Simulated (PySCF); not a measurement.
Al(Cl)(Br)(NH2) (AlBrClH₂N), SMILES [NH2][Al]([Cl])[Br].

Geometry: TPSSh-D3(BJ)/def2-SVP. The values are those of a single conformer.

The numbers are results of PySCF with TDDFT-PBE/def2-SVPD, not measurements.

Vertical excitations. The molecule is in vacuum. State labels are in the subgroup Cs.

Give excitation energies, oscillator strengths and character. (The exact figures need the calculation; the answer reports its results.)


```tsv
state	symmetry	energy (eV)	λ (nm)	f	main pairs
S1	A"	4.95	250	0.012	HOMO→LUMO 100 %
S2	A'	5.70	218	0.021	HOMO−1→LUMO 98 %
S3	A"	5.90	210	0.018	HOMO−2→LUMO 99 %
S4	A'	6.04	205	0.061	HOMO→LUMO+1 85 %
S5	A"	6.26	198	0.000	HOMO−1→LUMO+1 100 %
S6	A'	6.42	193	0.102	HOMO−3→LUMO 88 %
S7	A"	6.59	188	0.001	HOMO→LUMO+2 82 %, HOMO−4→LUMO 18 %
S8	A"	6.67	186	0.094	HOMO−4→LUMO 81 %, HOMO→LUMO+2 17 %
S9	A'	6.73	184	0.034	HOMO−2→LUMO+1 89 %
S10	A"	6.91	179	0.000	HOMO−3→LUMO+1 100 %
T1	A"	4.66	266	0	HOMO→LUMO 99 %
T2	A'	5.11	243	0	HOMO→LUMO+1 99 %
T3	A'	5.49	226	0	HOMO−1→LUMO 100 %
T4	A"	5.65	219	0	HOMO−2→LUMO 98 %
```
Triplets are in the Tamm–Dancoff approximation, which puts them higher than full response would, so one can lie above its singlet here.
